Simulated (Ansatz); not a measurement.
Cl3Sb, charge +1, doublet, at a GFN2-xTB geometry (a state made from the parent by changing its charge; the spin is typed, not shown lowest) (core potentials on Sb); CAM-B3LYP/def2-SVP (Ansatz, an electronic-structure program).

Here is a job for Ansatz.
Ansatz 0.2 input:
```yaml
crystal:
  periodic: [false, false, false]
  atoms:
    - {symbol: Sb, position_ang: [0.00321780, -0.00060931, 0.45841300]}
    - {symbol: Cl, position_ang: [-1.88737745, -1.03661953, -0.44656592]}
    - {symbol: Cl, position_ang: [0.04063205, 2.15098423, -0.45586257]}
    - {symbol: Cl, position_ang: [1.83709199, -1.11253676, -0.47281051]}
basis:
  gaussian:
    orbitals: def2-SVP
hamiltonian:
  xc: cam_b3lyp
total_charge: 1
magnetization: {spin_polarized: true, initial_magnetization: 1}
scf: {lower_state_search: full}
```

**Question.** Predict the main parts of the log of this Ansatz run.

**Answer.** 
```
Functional definition: CAM-B3LYP
808 factors; integrals over basis functions are off by at most 3.2e-4 eV
238 factors; integrals over basis functions are off by at most 6.2e-6 eV
mean field evaluation 1: about -44083.1973 eV, gradient 2.4e1 eV
mean field evaluation 2: about -44083.2529 eV, gradient 2.4e1 eV
mean field evaluation 4: about -44086.9876 eV, gradient 1.7e0 eV
mean field evaluation 8: about -44087.0163 eV, gradient 5.9e-2 eV
mean field evaluation 16: about -44087.0163 eV, gradient 2.9e-4 eV
mean field evaluation 32: about -44086.8730 eV, gradient 1.3e0 eV
mean field evaluation 64: about -44087.0163 eV, gradient 2.9e-4 eV
mean field -44087.01634791 eV, -1620.1679675329 hartree, gradient 7.7e-5 eV, S^2 0.764687; 5 other end points of the search recorded, 0 dependent functions left out
reference -44087.01645606 eV, -1620.1679715073 hartree; 37, 36 occupied and 43, 44 virtual orbitals, 808 factors
Total energy: -44087.01645606 eV, -1620.1679715073 hartree
```
